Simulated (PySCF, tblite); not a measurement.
Isomers of C4H10PSSi (doublet state). Computed values, GFN2-xTB/tblite, gas phase, harmonic and unscaled. Against measured fundamentals such values can be off by several per cent, at times by over 20. Modes of hydrogen on phosphorus and silicon can be 10 to 20 % off. One conformer each. Open shells enter through the occupations alone, without spin polarisation, and single modes of such species can be off by tens of per cent.

Electronic energies: B3LYP/pcH-1 single points on the GFN2-xTB geometries (PySCF, gas phase).

```tsv
SMILES	electronic energy, lowest = 0 (kcal/mol)
[H]/[C]=C\S[Si@H](P)CC	34.9
C=CS[Si@@H]([PH])CC	0.0
C=CS[Si](P)CC	6.0
```

Q: How do GFN2-xTB zero-point energies change the relative energies?

A: 
```
                SMILES  ZPE (kcal/mol)  of it from modes above 1550 cm⁻¹  electronic (kcal/mol)  with ZPE, lowest = 0 (kcal/mol)  lowest mode (cm⁻¹)  rings
   C=CS[Si@@H]([PH])CC            78.1                              43.6                    0.0                              0.0                  27      0
         C=CS[Si](P)CC            79.1                              43.8                    6.0                              7.0                  42      0
[H]/[C]=C\S[Si@H](P)CC            75.6                              42.9                   34.9                             32.5                  30      0
```

The zero-point energies span 3.5 kcal/mol, from `[H]/[C]=C\S[Si@H](P)CC` to `C=CS[Si](P)CC`. The order is unchanged.

Q: And how do the electronic energies of GFN2-xTB itself compare?

A: `C=CS[Si@@H]([PH])CC` 0.0; `C=CS[Si](P)CC` 3.1; `[H]/[C]=C\S[Si@H](P)CC` 32.9 kcal/mol, lowest = 0. Against the energies above, taken from the same isomer `C=CS[Si@@H]([PH])CC`, the largest difference is 2.9 kcal/mol.

Q: What do entropy and thermal enthalpy add at 298.15 K and 1 bar (rigid rotor, harmonic oscillator, one conformer each)?

A: 
| SMILES | point group | symmetry number | S (cal/(mol K)) | H − H(0) (kcal/mol) | ZPE + H − H(0) − TS (kcal/mol) |
| --- | --- | --- | --- | --- | --- |
| C=CS[Si@@H]([PH])CC | C1 | 1 | 113.0 | 8.07 | 52.5 |
| C=CS[Si](P)CC | C1 | 1 | 110.5 | 7.89 | 54.0 |
| [H]/[C]=C\S[Si@H](P)CC | C1 | 1 | 111.8 | 8.18 | 50.5 |

S holds R ln(2S + 1) for the spin.
